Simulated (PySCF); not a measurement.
Input file for PySCF: R-B3LYP/LANL2DZ on Sb2, a point of a bond scan (R = 2.737 Å).

```python
from pyscf import gto, scf, dft, mp
from pyscf.data.elements import chemcore

mol = gto.M(
    atom='''
    Sb   -0.00000000   -0.00000000   -1.24399440
    Sb    0.00000000    0.00000000    1.49279328
    ''',
    basis='lanl2dz',
    ecp={'Sb': 'lanl2dz'},
    charge=0, spin=0, verbose=3, max_memory=1800)
mf = dft.RKS(mol, xc='b3lyp')
mf.conv_tol = 1e-8
mf.max_cycle = 100
mf.kernel()
if not mf.converged:
    mf = mf.newton().run(mf.mo_coeff, mf.mo_occ)
```

It printed:

```
converged SCF energy = -10.8040935123568
```

The run converged.

Cost: about 0.5 core-seconds (a rough figure).
